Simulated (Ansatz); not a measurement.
Relaxation of ClH$_{4}$SbSi (7 atoms, charge 0, multiplicity 1), to a largest force component of 0.015 eV/Å in at most 40 steps.

Level of theory: RKS PBE-D4/def2-mTZVP (Ansatz 0.2.0).

```xyz
7
Properties=species:S:1:pos:R:3:forces:R:3
Cl -1.798 -1.062 0.479 -0.89 -0.76 1.00
Si -0.557 -0.059 -0.750 0.56 0.47 -0.59
Sb 1.561 0.673 0.454 0.24 -0.21 0.96
H -0.264 -0.945 -1.872 0.20 -0.42 -0.51
H -1.304 1.083 -1.267 -0.31 0.57 -0.21
H 1.447 2.210 -0.236 -0.10 0.58 -0.21
H 2.500 0.195 -0.869 0.31 -0.24 -0.44
```

**Question.** Where does it end, and by what steps?

**Answer.** The run converged. The force dipped under the threshold on the way, but the program's further checks kept it going. After 22 steps the energy has fallen by 0.154 eV; H6 moved furthest, 0.78 Å.

| step | energy less start (eV) | largest force component (eV/Å) | accepted |
| --- | --- | --- | --- |
| 0 | 0.0000 | 1.001 | yes |
| 1 | -0.1082 | 0.448 | yes |
| 2 | -0.1287 | 0.117 | yes |
| 3 | -0.1251 | 0.109 | no |
| 4 | -0.1301 | 0.025 | yes |
| 5 | -0.1302 | 0.003 | yes |
| 6 | -0.1304 | 0.014 | yes |
| 7 | -0.1305 | 0.022 | yes |
| 8 | -0.1307 | 0.035 | yes |
| 9 | -0.1243 | 0.311 | no |
| 10 | -0.1308 | 0.079 | yes |
| 11 | -0.1338 | 0.123 | yes |
| 12 | -0.1309 | 0.317 | no |
| 13 | -0.1375 | 0.053 | yes |
| 14 | -0.1406 | 0.050 | yes |
| 15 | -0.1439 | 0.110 | yes |
| 16 | -0.1380 | 0.267 | no |
| 17 | -0.1486 | 0.026 | yes |
| 18 | -0.1513 | 0.058 | yes |
| 19 | -0.1522 | 0.124 | yes |
| 20 | -0.1531 | 0.077 | yes |
| 21 | -0.1542 | 0.005 | yes |
| 22 | -0.1543 | 0.013 | yes |

```xyz
7
Properties=species:S:1:pos:R:3
Cl -1.927 -0.548 0.642
Si -0.500 -0.154 -0.840
Sb 1.772 0.399 0.288
H -0.366 -1.389 -1.673
H -1.037 0.952 -1.689
H 1.255 2.040 0.497
H 2.387 0.796 -1.288
```

Whether the end is a true minimum wasn't checked by a vibrational analysis.

The run took 35 s on 2 threads of Arm Neoverse V1, with other jobs on the host, peak memory 0.13 GiB.
